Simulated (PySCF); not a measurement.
Shieldings and the share of exact exchange

Molecule: `[SiH](N)(N)F`, FH5N2Si.

Structure with atom numbers: `[NH2:1][SiH:2]([NH2:3])[F:4]` (H(Xn): hydrogen on atom n).

GIAO shieldings (ppm, equivalent atoms averaged) in PySCF 2.14 on the PBE0-D3(BJ)/def2-SVP geometry, basis pcSseg-2, gas phase, non-relativistic:

| functional | exact exchange (%) | σ(N1/N3) | σ(Si2) | σ(F4) |
| --- | --- | --- | --- | --- |
| BLYP | 0 | 222.4 | 355.1 | 300.3 |
| BP86 | 0 | 225.0 | 360.4 | 299.9 |
| PBE | 0 | 225.2 | 360.4 | 298.4 |
| B3LYP | 20 | 227.0 | 367.9 | 312.6 |
| PBE0 | 25 | 230.9 | 376.9 | 314.4 |
| BHandHLYP | 50 | 232.9 | 388.1 | 328.0 |
| HF | 100 | 241.6 | 425.9 | 350.1 |

(1) Fit each shielding as a line in the percentage of exact exchange.

(2) What does the line predict for mPW1PW91 (25 %), and what does the run give?

Answers

(1) σ(N1/N3) = 224.4 + 0.17 x (rms 1.2 ppm); σ(Si2) = 357.9 + 0.66 x (rms 2.6 ppm); σ(F4) = 300.6 + 0.51 x (rms 1.5 ppm). The functionals also differ in their semilocal parts, which the line can't hold; Hartree–Fock has no correlation at all.

(2) σ(N1/N3): 228.7 predicted, 230.5 computed; σ(Si2): 374.4 predicted, 376.6 computed; σ(F4): 313.4 predicted, 315.6 computed ppm.
